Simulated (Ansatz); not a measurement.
Mulliken charges of `[CH3][GaH][SiH3]` from PBE/def2-TZVPP in Ansatz (PBE0-D4/def2-TZVP geometry).

| atom | x (Å) | y (Å) | z (Å) | charge (e) |
| --- | --- | --- | --- | --- |
| C1 | -1.123 | 1.394 | -0.619 | -0.372 |
| Ga2 | 0.561 | 0.659 | 0.093 | 0.234 |
| Si3 | 0.787 | -1.705 | 0.551 | 0.007 |
| H4 | -1.924 | 0.657 | -0.670 | 0.104 |
| H5 | -0.947 | 1.785 | -1.626 | 0.096 |
| H6 | -1.454 | 2.236 | -0.006 | 0.100 |
| H7 | 1.760 | 1.655 | 0.346 | -0.049 |
| H8 | 0.531 | -2.496 | -0.689 | -0.041 |
| H9 | 2.125 | -2.101 | 1.070 | -0.040 |
| H10 | -0.232 | -2.135 | 1.553 | -0.041 |

Q: By hand: the dipole of these point charges (1 e Å = 4.8032 D).

A: Σ q r = (-0.065, 0.280, -0.066) e Å, of length 0.295 e Å = 1.42 D.

Q: How does the dipole of the full density compare? (Best estimate.)

A: The calculation gave: (-0.127, 0.129, -0.066) e Å, 0.93 D; the point charges give 1.53 times that, at 31° from its direction.

Point charges leave out the atoms' own dipoles, such as those of lone pairs, and Mulliken's split depends on the basis, so the two needn't agree.
